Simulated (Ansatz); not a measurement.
`C[O][SnH3]` and `C[S][SnH3]` differ in one element.

Ansatz, PBE0-D4/def2-TZVP geometries, multiplicity 1. 

Elements past krypton have def2 core potentials.

```json
{"property": "HOMO–LUMO gap (ωB97M-V/def2-TZVPP) / eV", "`C[O][SnH3]`": "10.95"}
{"property": "HOMO energy (PBE/def2-TZVPP) / eV", "`C[O][SnH3]`": "-5.95"}
{"property": "zero-point energy (PBE0-D4/def2-TZVP) / kJ/mol", "`C[O][SnH3]`": "161.3"}
{"property": "HOMO–LUMO gap (PBE/def2-TZVPP) / eV", "`C[O][SnH3]`": "4.76"}
{"property": "size of the dipole moment (B3LYP/def2-TZVPP) / D", "`C[O][SnH3]`": "1.39"}
{"property": "size of the dipole moment (ωB97M-V/def2-TZVPP) / D", "`C[O][SnH3]`": "1.45"}
```

Q: Give the same properties after the change, and the shifts. (Best estimate.)

A: The calculation gave: 
| property | `C[S][SnH3]` | shift |
| --- | --- | --- |
| HOMO–LUMO gap (ωB97M-V/def2-TZVPP) / eV | 10.03 | -0.92 |
| HOMO energy (PBE/def2-TZVPP) / eV | -5.52 | 0.43 |
| zero-point energy (PBE0-D4/def2-TZVP) / kJ/mol | 155.0 | -6.3 |
| HOMO–LUMO gap (PBE/def2-TZVPP) / eV | 4.27 | -0.49 |
| size of the dipole moment (B3LYP/def2-TZVPP) / D | 1.41 | 0.02 |
| size of the dipole moment (ωB97M-V/def2-TZVPP) / D | 1.45 | 0.00 |

Dipoles are sizes alone; their direction can turn.

B3LYP here is the variant with VWN-RPA as its local correlation; programs differ in this.
